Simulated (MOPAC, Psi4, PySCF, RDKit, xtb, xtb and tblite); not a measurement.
Two geometries of C₃H₆O₃, SMILES COC(=O)OC, relaxed at GFN2-xTB with one dihedral held; other torsions can differ between them too.

Structure A

```
12

C      2.3261    -0.1083    -0.0763
O      1.0796    -0.6326     0.3679
C     -0.0276     0.0804     0.0945
O     -0.9384    -0.3313    -0.5564
O      0.0374     1.3132     0.6158
C     -1.0993     2.1388     0.4033
H      3.0814    -0.7912     0.3056
H      2.3602    -0.0919    -1.1685
H      2.4991     0.8958     0.3172
H     -1.3286     2.2012    -0.6621
H     -1.9657     1.7318     0.9273
H     -0.8387     3.1168     0.7996
```

Structure B

```
12

C     -2.3492    -0.0582    -0.0885
O     -1.1054    -0.7219     0.1057
C     -0.0038    -0.0026    -0.1300
O      0.1055     1.1821     0.0072
O      0.9900    -0.8376    -0.4322
C      2.2731    -0.2405    -0.5726
H     -3.0701    -0.5501     0.5608
H     -2.6569    -0.1578    -1.1314
H     -2.2616     0.9981     0.1738
H      2.5696     0.2490     0.3569
H      2.2636     0.5009    -1.3740
H      2.9539    -1.0531    -0.8112
```

**Question.** Which is lower in energy at the level DF-MP2 (frozen core)/cc-pVTZ // GFN2-xTB (Psi4), and by how much?

**Answer.** B is lower, by 25.08 kJ/mol (dihedral C1–O2–C3–O4: 120° in A, 30° in B).

E(B) − E(A) in kJ/mol at the other levels, on the same two geometries: GFN2-xTB (xtb and tblite) -24.26; MMFF94 // GFN2-xTB (RDKit) -29.67; PBE/def2-TZVP // GFN2-xTB (Psi4) -24.60; PBE-D3(BJ)/def2-TZVP // GFN2-xTB (Psi4) -24.22; wB97X-D/def2-TZVP // GFN2-xTB (Psi4) -24.31; HF/cc-pVTZ // GFN2-xTB (Psi4) -23.88; UFF // GFN2-xTB (RDKit) 9.97; PM6, restricted, heats of formation // GFN2-xTB (MOPAC) -7.99; PM7, restricted, heats of formation // GFN2-xTB (MOPAC) -7.56; GFN1-xTB // GFN2-xTB (xtb) -22.49; restricted B3LYP/6-31G*, spherical d, density fitting // GFN2-xTB (PySCF) -24.77; restricted MP2 (frozen core)/6-31G*, spherical d // GFN2-xTB (PySCF) -25.89; restricted Hartree-Fock/6-31G*, spherical d, density fitting // GFN2-xTB (PySCF) -24.40; restricted Hartree-Fock/3-21G // GFN2-xTB (PySCF) -16.42.
